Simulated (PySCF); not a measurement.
PySCF 2.14 output of an unrestricted LDA calculation on a single atom or ion in aug-cc-pwCVDZ-PP with ECP28MDF (6s6p5d3f, 70 functions), with a scalar-relativistic core potential:

```
SCF conv_tol = 1e-09
number electrons alpha = 6  beta = 4
    P. A. M. Dirac.,  Math. Proc. Cambridge Philos. Soc. 26, 376 (1930)
    F. Bloch.,  Z. Phys. 57, 545 (1929)
    S. H. Vosko, L. Wilk, and M. Nusair.,  Can. J. Phys. 58, 1200 (1980)
cycle= 1 E= -45.7991425746355  delta_E= -0.00377  |g|= 0.0153  |ddm|= 0.587
cycle= 2 E= -45.7992067664764  delta_E= -6.42e-05  |g|= 0.00395  |ddm|= 0.0866
cycle= 3 E= -45.7992114689316  delta_E= -4.7e-06  |g|= 0.000373  |ddm|= 0.016
cycle= 4 E= -45.7992115192198  delta_E= -5.03e-08  |g|= 2.34e-05  |ddm|= 0.00327
cycle= 5 E= -45.7992115194306  delta_E= -2.11e-10  |g|= 9.66e-07  |ddm|= 0.000157
converged SCF energy = -45.7992115194306  <S^2> = 2.0003115  2S+1 = 3.0002077
```

The run itself started from symmetry-adapted Hartree-Fock orbitals and held the occupation by maximum overlap, on a logarithmic radial grid, so the iterations belong to that start.

Problem. Which element, charge and spin multiplicity is this?

Solution. Zr²⁺ (zirconium, charge +2), multiplicity 3; the state was [Kr] 4d1 5s1, high-spin 3D determinant (an excited configuration).

Energies and moments cover only the electrons outside the core potential.
